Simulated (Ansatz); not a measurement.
One geometry of the cluster Li2Si4, several levels of theory.

```yaml
crystal:
  periodic: [false, false, false]
  atoms:
    - {symbol: Li, position_ang: [-2.117404, 1.176493, 2.044688]}
    - {symbol: Li, position_ang: [-1.058568, -1.282738, -0.091478]}
    - {symbol: Si, position_ang: [1.426719, -0.468774, 0.420244]}
    - {symbol: Si, position_ang: [0.270935, 0.584759, -1.430173]}
    - {symbol: Si, position_ang: [1.550920, -1.315736, -1.734461]}
    - {symbol: Si, position_ang: [-0.072602, 1.305985, 0.791179]}
basis:
  gaussian: {orbitals: def2-TZVPP, initial_orbitals: start.molden}
correlation: {method: ccsd_t}
scf: {omitted_lower_state_checks: [starts]}
output: {orbitals: {seedname: orbitals}}
```

The file start.molden holds the orbitals of an earlier run on this structure, at another level or in another basis.

```sh
$ ansatz run in.yaml --threads 4 --pin off --events-out ev --progress --plain --max-ram 3916MiB
```

It prints (some lines left out):

```
Functional definition: HF
1306 factors; integrals over basis functions are off by at most 8.3e-4 eV
mean field evaluation 1: about -31851.5174 eV, gradient 3.5e1 eV
mean field evaluation 2: about -31852.2685 eV, gradient 1.1e0 eV
mean field evaluation 4: about -31852.9694 eV, gradient 3.9e-2 eV
mean field evaluation 8: about -31852.9702 eV, gradient 1.5e-6 eV
mean field evaluation 16: about -31848.7127 eV, gradient 1.4e1 eV
mean field evaluation 32: about -31849.4181 eV, gradient 8.4e0 eV
mean field evaluation 64: about -31844.6746 eV, gradient 2.8e-2 eV
mean field evaluation 96: about -31849.8880 eV, gradient 1.7e-3 eV
mean field -31852.97018486 eV, -1170.5750635751 hartree, gradient 3.2e-6 eV, S^2 0.000000; 1 other end points of the search recorded, 0 dependent functions left out; unrestricted orbitals would lower it
determinant -31852.97018486 eV, -1170.5750635751 hartree, with singles and doubles -31868.64621828 eV, -1171.1511471777 hartree
determinant -31849.88800588 eV, -1170.4617955868 hartree, with singles and doubles -31865.74668367 eV, -1171.0445912459 hartree
20 core orbitals not correlated: weight in the atoms' cores, before any rotation towards them, 1.000 or more for the frozen orbitals, at most 0.000 for the correlated occupied ones
reference -31852.97018486 eV, -1170.5750635751 hartree; 11, 11 occupied and 175, 175 virtual orbitals, 1306 factors
second order -15.00659118 eV of doubles, -0.00000000 eV of singles
cycle   1  -15.46780230 eV  change   -5.4e-1 eV  update   3.1e-2
cycle   2  -15.51231651 eV  change   -4.5e-2 eV  update   8.5e-3
cycle   3  -15.51059040 eV  change    1.7e-3 eV  update   4.5e-3
cycle   4  -15.50950747 eV  change    1.1e-3 eV  update   1.8e-3
cycle   5  -15.51081074 eV  change   -1.3e-3 eV  update   1.1e-3
cycle   6  -15.51083346 eV  change   -2.3e-5 eV  update   4.7e-4
cycle   7  -15.51066271 eV  change    1.7e-4 eV  update   1.9e-4
cycle   8  -15.51077204 eV  change   -1.1e-4 eV  update   1.0e-4
cycle   9  -15.51079897 eV  change   -2.7e-5 eV  update   5.4e-5
cycle  10  -15.51077555 eV  change    2.3e-5 eV  update   3.2e-5
cycle  11  -15.51076389 eV  change    1.2e-5 eV  update   2.0e-5
perturbative correction -1.27335768 eV, -0.0467950317 hartree
Total energy: -31869.75430644 eV, -1171.1918686663 hartree
Checks for a lower state left out: starts
```

Run time 59 s (4 threads of Arm Neoverse N1 on a shared host), peak host memory 2.3 GiB.

As the first input, with `gaussian: {orbitals: def2-TZVP, initial_orbitals: start.molden}`, `hamiltonian: {xc: r2scan, dispersion: d4}` and without the key `correlation` (abridged; 7.5 s):

```
Functional definition: r2SCAN
mean field -31916.37189235 eV, -1172.9050333500 hartree, gradient 2.6e-5 eV, S^2 0.000000
Total energy: -31916.42969955 eV, -1172.9071577254 hartree
Checks for a lower state left out: starts
```

First input, but with `gaussian: {orbitals: def2-TZVP, initial_orbitals: start.molden}`, `hamiltonian: {xc: pbe0, dispersion: d4}` and without the key `correlation` (abridged; 6 s):

```
Functional definition: PBE0
mean field -31905.30632801 eV, -1172.4983813610 hartree, gradient 2.1e-5 eV, S^2 0.000000
Total energy: -31905.56302243 eV, -1172.5078147068 hartree
Checks for a lower state left out: starts
```

As the first input, with `gaussian: {orbitals: def2-TZVP, initial_orbitals: start.molden}`, `hamiltonian: {xc: pbe, dispersion: d4}`, `output: {forces: true, orbitals: {seedname: orbitals}}` and without the key `correlation` (abridged; 3.6 s):

```
Functional definition: PBE
mean field -31902.67219161 eV, -1172.4015786337 hartree, gradient 1.2e-5 eV, S^2 0.000000
Total energy: -31902.97234371 eV, -1172.4126090200 hartree
Atom 0 force    -0.028526     0.004918     0.021119 eV/Å
Atom 1 force     0.180631     0.141733    -0.026740 eV/Å
Atom 2 force    -0.200591     0.073847    -0.182257 eV/Å
Atom 3 force     0.044145    -0.133287     0.239057 eV/Å
Atom 4 force    -0.021932     0.001613     0.027410 eV/Å
Atom 5 force     0.026272    -0.088823    -0.078589 eV/Å
Dipole moment:    -1.667280    -0.084339     1.015627 e Å
Checks for a lower state left out: starts
```

As the first input, with `gaussian: {orbitals: def2-TZVP, initial_orbitals: start.molden}`, `hamiltonian: {xc: {name: PBE-QIDH}}` and without the key `correlation`, `output` (abridged; 8.5 s):

```
Functional definition: PBE-QIDH
mean field -31890.00723867 eV, -1171.9361501979 hartree, gradient 2.8e-6 eV, S^2 0.000000
20 core orbitals not correlated: weight in the atoms' cores, before any rotation towards them, 1.000 or more for the frozen orbitals, at most 0.000 for the correlated occupied ones
second order -17.23798917 eV of doubles, -0.00000000 eV of singles
Total energy: -31895.75325188 eV, -1172.1473122886 hartree
Checks for a lower state left out: starts
```

The first input with `gaussian: {orbitals: def2-TZVP, initial_orbitals: start.molden}`, `hamiltonian: {xc: {name: r2SCAN0}, dispersion: d4}` and without the key `correlation` (abridged; 8 s):

```
Functional definition: r2SCAN0
mean field -31915.64880836 eV, -1172.8784605033 hartree, gradient 1.8e-5 eV, S^2 0.000000
Total energy: -31915.72516776 eV, -1172.8812666598 hartree
Checks for a lower state left out: starts
```

Geometry: B3LYP-D4/def2-SVP.

Correlated methods freeze 20 core orbitals; core or outer-core shells of Li are correlated, in sets that lack core-valence functions. At CCSD(T)/def2-TZVPP T1 of the charge 0 singlet is large (up to 0.021), so the single-reference result is doubtful. At CCSD(T)/def2-TZVPP the restricted singlet (for correlated methods, its reference) is unstable: a solution with broken spin symmetry lies lower. The restricted singlet is unstable towards broken spin symmetry in Hartree–Fock (as tested in another run); at r2SCAN-D4/def2-TZVP, PBE0-D4/def2-TZVP, PBE-D4/def2-TZVP, PBE-QIDH/def2-TZVP and others this wasn't settled. Another isomer (singlet) lies 0.52 eV lower at PBE0-D4/def2-TZVP; other spin states weren't run for this one.
